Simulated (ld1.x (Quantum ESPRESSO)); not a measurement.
Transferability test, TM potential for tin (Sn)

```
Element                 : tin
Generator               : ld1.x (Quantum ESPRESSO) 7.5
Type                    : norm-conserving Troullier–Martins (Kleinman–Bylander form)
Functional              : PBEsol
Relativity              : scalar-relativistic
Frozen core             : [Ar] 3d10
Valence charge          : 22
Reference configuration : 4s2 4p6 4d10 5s2 5p2
Partial waves           : 4s (bound): rc 0.80 bohr; 4d (bound): rc 1.05 bohr; 4p (bound): rc 0.80 bohr
Local potential         : the p channel
Core correction         : none
```

Occupied shells without a wave of their own: 5p, 5s. They enter only through the test configuration that unscreens the potential.

Energies are relative to the spin-unpolarised reference configuration 4s2 4p6 4d10 5s2 5p2; without spin polarisation the order of configurations can differ from experiment.

```
 valence configuration  charge  ΔE all-electron (eV)  error AE − PS (meV)
  4s2 4p6 4d10 5s2 5p0      +2                20.869                 -180
  4s2 4p6 4d10 5s0 5p4       0                14.247                 -130
   4s2 4p6 4d9 5s2 5p2      +1                32.651                 +5.0
  4s2 4p6 4d10 5s1 5p3       0                 7.008                  -65
4s2 4p6 4d10 5s2 5p1.5    +0.5                 2.626                  -29
```

Question: What are ΔE and the potential's error for 4s2 4p6 4d10 5s1 5p0?

Answer: ΔE = 51.884 eV all-electron; the error (AE − PS) is -415 meV.

Question: What are ΔE and the potential's error for 4s2 4p6 4d10 5s2 5p1?

Answer: ΔE = 6.898 eV all-electron; the error (AE − PS) is -69 meV.

Levels in the configuration 4s2 4p6 4d10 5s2 5p1:

```
level  all-electron (eV)  pseudo (eV)
   4s           -141.760     -141.813
   4p            -97.579      -97.630
   4d            -33.784      -33.831
   5s            -17.884      -18.038
   5p            -10.284      -10.371
```

ld1.x printed “convergence not achieved” for 5 of the counted tests; their residual had stalled under 1e-8, short of the target of 1e-14. The 5p, 5s levels have no wave, so the channel is fitted at the deeper level alone: the likely source of the large errors.
